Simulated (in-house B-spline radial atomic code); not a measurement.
The numbers below are computed, except where a source is named.
Zn ion on Ge atom: potential, deflection and energy transfer

The pair potential comes from two frozen, spherical free-atom densities (PBE, B-spline radial code, scalar-relativistic past argon): electrostatics plus the change in Thomas-Fermi kinetic and Dirac exchange energy where they overlap, the recipe behind the universal ZBL potential, which averages such potentials (from solid-state densities) over many pairs. It is written V = (Z1 Z2 e²/r) φ(r/a), with e² = 14.3996 eV·Å and a = 0.46850 Å/(Z1^0.23 + Z2^0.23); ZBL's fit is φ = 0.18175 e^(−3.1998x) + 0.50986 e^(−0.94229x) + 0.28022 e^(−0.4029x) + 0.02817 e^(−0.20162x). Where φ falls below 4e-4 it is continued as an exponential.

Masses 65.38 and 72.63 u.

| x = r/a | φ, this pair | φ, ZBL |
| --- | --- | --- |
| 0.1 | 0.8932 | 0.8928 |
| 0.5 | 0.6235 | 0.6096 |
| 1.5 | 0.3123 | 0.2995 |
| 3 | 0.1359 | 0.1292 |
| 5 | 0.05327 | 0.05224 |
| 8 | 0.01598 | 0.01705 |
| 12 | 0.004263 | 0.00474 |
| 17 | 0.001126 | 0.001212 |

Problem. At x = 6.5 the electrostatic, kinetic and exchange parts are -151.35, 803.61 and -74.78 eV. Find r, V and φ.

Solution. a = 0.46850/(2.1864 + 2.2191) = 0.10634 Å, so r = 0.69123 Å. V = -151.35 + 803.61 + (-74.78) = 577.48 eV. The bare repulsion is 30 × 32 × 14.3996/0.69123 = 19999 eV, so φ = 0.0289, -0.9 % against ZBL's 0.0291. The kinetic (Pauli) term is 139 % of V here, as the other two terms together attract.

Problem. The ion comes in at 247 keV with impact parameter 0.2127 Å. The scattering integral gives a centre-of-mass angle of 10.3° and a closest approach of 2.112 a. What are the reduced energy, the energy passed on and the laboratory angles?

Solution. ε = E a M2/(Z1 Z2 e² (M1 + M2)) = 247000 × 4.0485e-06 = 1. The most that one collision can pass on is γE with γ = 4 M1 M2/(M1 + M2)² = 0.9972. Here T = γE sin²(θ/2) = 0.9972 × 247000 × 0.00806 = 1985 eV. The ion turns by arctan(sin θ/(cos θ + M1/M2)) = 5.4°, and the struck atom leaves at (180° − θ)/2 = 84.8°. The closest approach is 0.225 Å. With ZBL the angle would be 9.88° and T = 1826 eV.
